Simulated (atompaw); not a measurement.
# Pseudopotential generation for hydrogen: PAW (atompaw), PBE, scalar-relativistic.

atompaw 4.2.0.5 was run on this input:

```
H 1
GGA-PBE scalarrelativistic loggrid 1500 logderivrange -2 5 176
1 0 0 0 0 0
1 0 1
0 0 0
v
1
0.80 0.75 0.55 0.45
y
1.6
n
y
0.3
y
1.7
n
custom rrkj vanderbiltortho gaussian
2 1 ultrasoft
0.80
0.80
0.80
0.80
PWSCFOUT
UPFDX 0.0125d0 UPFXMIN -7.d0 UPFZMESH 1.d0
END
```

Command:

```bash
atompaw < H.input > H.log
```

Output (summary file):

```
Completed calculations for H (AE)

 Exchange-correlation type: GGA, Perdew-Burke-Ernzerhof

 Radial integration grid is logarithmic
 r0 =   6.3033849E-03 h =   6.3033849E-03   n =      1500 rmax =   8.0000000E+01

 Scalar relativistic calculation

 AEatom converged in  19 iterations
   nz     =   1.00
   delta  =       3.489477970278E-18

 All Electron Orbital energies:
  n  l      occupancy      energy
  1  0      1.0000000E+00 -4.7720390E-01

 Total energy
   Total                    :       -0.91786924245381

 ---
 Completed calculations for H (SC)

 Exchange-correlation type: GGA, Perdew-Burke-Ernzerhof

 Radial integration grid is logarithmic
 r0 =   6.3033849E-03 h =   6.3033849E-03   n =      1500 rmax =   8.0000000E+01

 Scalar relativistic calculation

 SCatom converged in   1 iterations
   nz     =   1.00
   delta  =       3.609819067908E-20

 Valence Electron Orbital energies:
  n  l      occupancy      energy
   1  0      1.0000000E+00 -4.7720390E-01

 Total energy
   Total                    :       -0.91786924245381
   Valence                  :       -0.91786924245381

 PAW parameters:
       lmax =            1
         rc =   0.79672474328991139
        irc =          770
   rc_shape =   0.74766911377562206
    rc_vloc =   0.54732298377380617
    rc_core =   0.44905515264286072
   Vloc: Non norm-conserving form with l= 2;e=   1.0000E+00
   Projector type: RRKJ pseudization + Vanderbilt ortho.
   Gaussian compensation charge shape with gausstol =   1.0000E-04

 Number of basis functions     4
 No.   n  nodes  l      Energy         Cp coeff         Occ
  1    1    0    0   -0.4772039E+00  0.1786308E+04  0.1000000E+01
  2  999    1    0    0.1600000E+01  0.4521068E+03  0.0000000E+00
  3  999    0    1    0.3000000E+00 -0.3943456E+05  0.0000000E+00
  4  999    1    1    0.1700000E+01 -0.3253825E+05  0.0000000E+00

 Eigenvalues of overlap operator (in the basis of projectors):
    1        1.67222511E+00
    2        6.64993619E+01
    3        1.49176376E+03
    4        3.53353207E+04

 Orbital leakage outside PAW augmentation regions
   orb  is_core?  %out_of_sphere
   1 0    F          80.48

 Summary of PAW energies
   Total valence energy     :     -0.91788520737527
   Smooth energy            :      2.37352000663378
   One center               :     -3.29140521400905
   Smooth kinetic           :      0.86363517970095
   Vloc energy              :     -0.00232199435791
   Smooth exch-corr         :     -0.49771252124499
   One-center xc            :     -0.00501726776212
```

The run took about 0.15 s on one core of a shared server CPU.
